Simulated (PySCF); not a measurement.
## Relaxation of triplet WH₄

All numbers come from PySCF, UPBE0, basis W x2c-TZVPall, H x2c-TZVPall (spin-free X2C, no spin–orbit coupling, density fitting). A (50,194) grid was used.

A start displaced from a saddle point along its imaginary mode, of Cs symmetry, held to at least that symmetry:

```xyz
5
charge 0 multiplicity 3, angstrom
W     0.0008   -0.0008   -0.0174
H    -0.1061    1.4328    0.8349
H    -0.1059   -1.4945    0.7517
H     1.4945    0.1061    0.7517
H    -1.4328    0.1059    0.8349
```

Problem. What does it relax to?

Solution. It ends at Cs with W–H 1.659 Å (×2), W–H 1.693 Å (×2); H–W–H 60.4°, H–W–H 71.6° (×2), H–W–H 114.8°, H–W–H 122.2° (×2) (after a last refinement on a finer grid). A frequency run shows 1 imaginary mode, down to 182i cm⁻¹, so it is a saddle point. Other isomers or separated fragments may lie lower.

Problem. How much energy is released, and in how many steps?

Solution. 7.4 kJ/mol in 10 steps.

Open d and f shells are described by one determinant, and the ground state may have another occupation or spin. With an element this heavy the missing spin–orbit coupling can shift these numbers.

The relaxation took 88 s on 2 threads of a shared Arm Neoverse V1 host, with 105 basis functions and 11 gradients; the process peaked at 1.5 GiB.
